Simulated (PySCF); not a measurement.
PySCF 2.14 output of a UHF calculation on a single atom or ion in aug-cc-pVTZ-X2C (9s8p6d3f, 84 functions), with scalar relativity by spin-free X2C-1e:

```
SCF conv_tol = 1e-09
number electrons alpha = 28  beta = 28
cycle= 1 E= -8131.63435313613  delta_E= -9.28e-11  |g|= 2.01e-06  |ddm|= 0.000326
converged SCF energy = -8131.63435313613  <S^2> = -7.1054274e-15  2S+1 = 1
```

The run itself started from symmetry-adapted Hartree-Fock orbitals and held the occupation by maximum overlap, so the iterations belong to that start.

**Question.** Which element, charge and spin multiplicity is this?

**Answer.** Ba (barium, neutral), multiplicity 1; the state was [Xe] 6s2, closed-shell 1S.

Spin-orbit coupling, which splits the p, d and f shells strongly at this Z, is absent.
